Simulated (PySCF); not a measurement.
CHOS, charge +1, singlet, geometry from GFN2-xTB. Base run: BHANDHLYP/6-31G*, TDA (PySCF).

The PySCF input:
```python
from pyscf import gto, scf, dft, tdscf

mol = gto.M(
    atom='''
O    -0.341805    0.101021   -1.687045
C    -0.131217    0.040980   -0.583260
S     0.275850   -0.094739    0.974709
H    -0.891865    0.461767    1.400571
''',
    basis='6-31g*',
    charge=1,
    spin=0,
    verbose=3,
)

mf = dft.RKS(mol)
mf.xc = 'bhandhlyp'
mf.kernel()
td = mf.TDA()
td.nstates = 5
td.kernel()
td.analyze()
```

Variants of this job, named by their change:

| change | first excitation (eV) | oscillator strength of the first | second (eV) | core-seconds (rough) |
|---|---|---|---|---|
| base | 5.30 | 0.000 | 7.43 | 10 |
| functional = m062x | 5.00 | 0.000 | 7.23 | 30 |
| nstates = 2 | 5.30 | 0.000 | 7.43 | 10 |
| functional = wb97x | 5.17 | 0.000 | 7.33 | 20 |
| functional = pbe | 4.80 | 0.001 | 6.97 | 20 |
| states = triplets | 4.96 | - | 5.64 | 20 |
| basis = 6-31G | 5.43 | 0.001 | 7.36 | 9 |
| nstates = 15 | 5.30 | 0.000 | 7.43 | 60 |
| conv_tol = 1e-3 | 5.30 | 0.000 | 7.43 | 10 |
| functional = camb3lyp | 5.08 | 0.000 | 7.24 | 20 |

An iterative solver can miss low states, so a row lists the states that it found.
